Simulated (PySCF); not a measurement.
SMILES CC([SiH2]S)C, singlet, GFN2-xTB optimised geometry.

```
15

C     -0.41    -1.15     1.19
C      0.12    -0.36     0.00
C      1.65    -0.36     0.00
Si    -0.58     1.40     0.00
S      0.20     2.38    -1.75
H     -1.50    -1.19     1.18
H     -0.09    -0.69     2.13
H     -0.03    -2.17     1.17
H     -0.21    -0.87    -0.91
H      2.04     0.11     0.90
H      2.04     0.18    -0.86
H      2.03    -1.38    -0.04
H     -0.14     2.17     1.16
H     -2.04     1.41    -0.11
H     -0.48     3.50    -1.61
```

Density from PySCF with PBE0/def2-TZVP at that geometry.

Minimum of the electron density along straight lines between bonded atoms, close to the bond critical point (lines longer than 1.1 times the sum of covalent radii, or with two minima, are not listed):

| bond | length / Å | ρ at the minimum / e bohr⁻³ | ∇²ρ there / e bohr⁻⁵ | position (fraction from the first atom) |
|---|---|---|---|---|
| C1–C2 | 1.526 | 0.243 | -0.59 | 0.50 |
| C2–C3 | 1.528 | 0.242 | -0.58 | 0.50 |
| C2–Si4 | 1.901 | 0.121 | 0.14 | 0.61 |
| Si4–S5 | 2.154 | 0.096 | 0.11 | 0.36 |
| C1–H6 | 1.088 | 0.280 | -0.96 | 0.64 |
| C1–H7 | 1.088 | 0.279 | -0.96 | 0.64 |
| C1–H8 | 1.089 | 0.278 | -0.95 | 0.64 |
| C2–H9 | 1.096 | 0.274 | -0.92 | 0.64 |
| C3–H10 | 1.089 | 0.279 | -0.95 | 0.64 |
| C3–H11 | 1.088 | 0.280 | -0.96 | 0.64 |
| C3–H12 | 1.089 | 0.278 | -0.95 | 0.64 |
| Si4–H13 | 1.462 | 0.126 | 0.18 | 0.49 |
| Si4–H14 | 1.461 | 0.126 | 0.18 | 0.49 |
| S5–H15 | 1.322 | 0.221 | -0.66 | 0.63 |
